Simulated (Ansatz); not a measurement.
[Sm(H2O)6]3+ (SmO₆H₁₂³⁺). Total charge 3; sextet. Geometry PBE-D4/def2-SVP; atoms count from 1.

| atom | x (Å) | y (Å) | z (Å) |
| --- | --- | --- | --- |
| Sm1 | 0.0034 | 0.0045 | 0.0019 |
| O2 | 0.7306 | 2.1537 | -0.7941 |
| H3 | 1.5874 | 2.3834 | -1.2262 |
| H4 | 0.2444 | 3.0116 | -0.7601 |
| O5 | -0.7286 | -2.1448 | 0.7918 |
| H6 | -0.2418 | -3.0022 | 0.7602 |
| H7 | -1.5842 | -2.3722 | 1.2268 |
| O8 | 0.9143 | 0.4874 | 2.1687 |
| H9 | 1.4082 | 1.2923 | 2.4528 |
| H10 | 0.9397 | -0.1008 | 2.9596 |
| O11 | -0.9098 | -0.4855 | -2.1625 |
| H12 | -0.9366 | 0.0995 | -2.9559 |
| H13 | -1.4067 | -1.2904 | -2.4412 |
| O14 | 2.1159 | -0.9682 | -0.6763 |
| H15 | 2.3447 | -1.3734 | -1.5473 |
| H16 | 2.9456 | -1.0633 | -0.1497 |
| O17 | -2.1183 | 0.9653 | 0.6686 |
| H18 | -2.9493 | 1.0441 | 0.1412 |
| H19 | -2.3589 | 1.3590 | 1.5419 |

In the def2 sets Sm takes a core potential; there is no spin–orbit coupling. With an open 4f shell the SCF may have ended on a state above the lowest.

Q: Estimate the Mulliken populations from the PBE0/def2-TZVP orbitals of Ansatz.

A: 
```csv
atom,charge (e),spin (α − β),d electrons
Sm1,1.97,5.04,10.60
O2,-0.70,-0.01,–
H3,0.43,0.00,–
H4,0.43,0.00,–
O5,-0.70,-0.01,–
H6,0.43,0.00,–
H7,0.43,0.00,–
O8,-0.70,-0.01,–
H9,0.43,0.00,–
H10,0.43,0.00,–
O11,-0.70,-0.01,–
H12,0.43,0.00,–
H13,0.43,0.00,–
O14,-0.70,-0.01,–
H15,0.43,0.00,–
H16,0.43,0.00,–
O17,-0.70,-0.01,–
H18,0.43,0.00,–
H19,0.43,0.00,–
```
Mulliken values depend strongly on the basis.

Q: Where does the spin sit?

A: Summed by element: Sm 5.04, O -0.04, H 0.00, of 5 unpaired in all. Largest on single atoms: Sm1 5.04, O5 -0.01, O2 -0.01.
